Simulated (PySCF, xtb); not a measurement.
C2H4N, SMILES CC#[NH+], charge +1.

Harmonic wavenumbers (cm⁻¹) from GFN2-xTB run with xtb at its own minimum, in rising order: 348, 348, 510, 510, 938, 938, 1054, 1295, 1295, 1327, 2369, 2956, 2956, 2971, 3505.

Problem. What does PBE-D3(BJ)/def2-TZVP in PySCF give at its own minimum? (The exact figures need the calculation; the answer reports its results.)

Solution. 384, 385, 523, 523, 935, 990, 990, 1332, 1367, 1367, 2317, 2962, 3044, 3044, 3604. Paired by order, the mean absolute difference is 46 cm⁻¹ and the zero-point energies are 33.3 and 34.0 kcal/mol.
